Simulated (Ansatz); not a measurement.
Harmonic frequencies (cm⁻¹) at PBE0-D4/def2-TZVP from Ansatz: 43, 77, 79, 122, 234, 313, 371, 407, 607, 626, 644, 1056, 1362, 2700, 3799.

Each molecule was computed in one conformer, which needn't be the lowest.

Q: Which molecule is it?
A. `[SiH2]1SS1`
B. `O[B](I)[Zn][SH]`
C. `C[B](Cl)[InH2]`
D. `N[BH][SnH]([F])[Cl]`

A: B.
